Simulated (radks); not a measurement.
Effect of the nuclear size on the chlorine ion Cl+, [Ne] 3s2 3p4. Method: Dirac Kohn-Sham, exchange-only LDA, spin-unpolarised, spherical densities, finite nucleus; open shells fill j = l - 1/2 first; Fermi nuclear charge, rms radius 3.3654 fm; computed with a radial shooting solver on a logarithmic mesh with Libxc functionals. The rms radius is varied about that value; shifts are against it.

[
 {"rms radius (fm)": "2.9178", "total energy shift (eV)": "-0.00346", "density at nucleus (e/bohr^3)": "3575", "1s1/2 shift (meV)": "-1.46", "2s1/2 shift (meV)": "-0.106"},
 {"rms radius (fm)": "3.1366", "total energy shift (eV)": "-0.00183", "density at nucleus (e/bohr^3)": "3570", "1s1/2 shift (meV)": "-0.769", "2s1/2 shift (meV)": "-0.056"},
 {"rms radius (fm)": "3.3654", "total energy shift (eV)": "0", "density at nucleus (e/bohr^3)": "3566", "1s1/2 shift (meV)": "0.000", "2s1/2 shift (meV)": "0.000"},
 {"rms radius (fm)": "3.5707", "total energy shift (eV)": "0.00175", "density at nucleus (e/bohr^3)": "3562", "1s1/2 shift (meV)": "0.736", "2s1/2 shift (meV)": "0.053"},
 {"rms radius (fm)": "4.1495", "total energy shift (eV)": "0.00722", "density at nucleus (e/bohr^3)": "3552", "1s1/2 shift (meV)": "3.04", "2s1/2 shift (meV)": "0.221"}
]

Slopes of the eigenvalues against <r^2> in GHz/fm^2, as finite differences over the two radii next to the reference (eigenvalue slopes, not the field-shift constants of lines): 1s1/2 125, 2s1/2 9.08.
